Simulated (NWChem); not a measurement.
System: YF3; SMILES [F][Y]([F])[F]

Computed with NWChem. Medium grid unless said otherwise, to which SCAN and Minnesota functionals are sensitive. Geometry: optimised at PBE-D3(BJ)/def2-SVP. Not confirmed as a minimum by frequencies. def2 effective core potentials on Y; no spin-orbit coupling. Total energies of different functionals are on different scales.

| level | energy (Ha) | highest occupied level (eV) | orbital gap (eV) | dipole (D) |
|---|---|---|---|---|
| B3LYP/def2-SVP | -337.8887 | -9.99 | 7.27 | 1.22 |
| PBE/def2-SVP | -337.6018 | -8.33 | 5.25 | 1.15 |
| B97-D/def2-SVP | -337.8185 | -8.41 | 5.54 | 1.18 |
| HCTH/407/def2-SVP | -337.9593 | -8.62 | 5.11 | 1.17 |
| LDA (Slater exchange, VWN5)/def2-SVP | -335.8756 | -8.56 | 5.33 | 1.15 |
| PW91/def2-SVP | -337.8277 | -8.42 | 5.19 | 1.16 |
| B97-2/def2-SVP | -337.8206 | -10.00 | 7.72 | 1.23 |
| MN15-L/def2-SVP | -337.4474 | -9.04 | 6.69 | 1.25 |
| RPBE/def2-SVP | -337.8731 | -8.26 | 5.12 | 1.16 |
| PW6B95/def2-SVP | -338.1760 | -10.52 | 8.08 | 1.24 |
| SCAN/def2-SVP | -337.8219 | -8.78 | 6.18 | 1.22 |
